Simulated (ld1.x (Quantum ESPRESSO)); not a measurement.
## zinc, RRKJ: configuration errors across variants

* Element: Zn (Z = 30)
* Generator: ld1.x (Quantum ESPRESSO) 7.5
* Type: norm-conserving RRKJ (Kleinman–Bylander form)
* Functional: PBE
* Relativity: scalar-relativistic
* Frozen core: [Ne] 3s2
* Valence charge: 18
* Reference configuration: 3p6 3d10 4s0 4p0 (charge +2)
* Partial waves: 3p (bound): rc 0.60 bohr; 3d (bound): rc 1.35 bohr; 4s (bound, empty): rc 1.55 bohr
* Local potential: the s channel
* Core correction: a·sin(br)/r model core, default radius (core density twice the valence density)
* rho0: 0.01

All-electron excitation energies from the reference (eV): (1) 3p6 3d10 4s2 4p0 -28.331; (2) 3p6 3d10 4s1 4p0 -18.443; (3) 3p6 3d9 4s0 4p0 40.534; (4) 3p6 3d10 4s0 4p2 -17.773; (5) 3p5 3d10 4s2 4p0 63.701; (6) 3p6 3d10 4s1 4p1 -23.245; (7) 3p6 3d9 4s2 4p1 -16.087.

1 further variants failed, have other tests or too few solved ones, and are left out.

Errors AE − PS in meV (a dash: test not solved or not reliable):

```tsv
change	(1)	(2)	(3)	(4)	(5)	(6)	(7)	bound ghosts
base	-10	-4.2	-256	-1607	-1078	-634	-1202	none
wave 3p (bound): rc 0.60 bohr becomes 3p (bound): rc 0.40 bohr	-10	-4.3	-257	-1609	-1144	-635	-1204	not determined
wave 3p (bound): rc 0.60 bohr becomes 3p (bound): rc 0.44 bohr	-10	-4.2	-256	-1607	-1123	-634	-1203	not determined
wave 3p (bound): rc 0.60 bohr becomes 3p (bound): rc 0.50 bohr	-10	-4.2	-256	-1606	-1102	-634	-1202	none
wave 3p (bound): rc 0.60 bohr becomes 3p (bound): rc 0.58 bohr	-10	–	-256	-1607	-1083	-634	-1202	none
wave 3p (bound): rc 0.60 bohr becomes 3p (bound): rc 0.66 bohr	-10	-4.2	-256	-1607	-1073	-634	-1202	none
wave 3p (bound): rc 0.60 bohr becomes 3p (bound): rc 0.72 bohr	-10	-4.2	-256	-1607	-1072	-634	-1202	none
wave 3p (bound): rc 0.60 bohr becomes 3p (bound): rc 0.82 bohr	-10	-4.2	-256	-1607	-1081	-634	-1202	none
```

Q: Give the same row for: wave 3p (bound): rc 0.60 bohr becomes 3p (bound): rc 0.90 bohr.

A: -10, -4.2, -256, -1607, -1094, -634, -1202; bound ghosts: none.
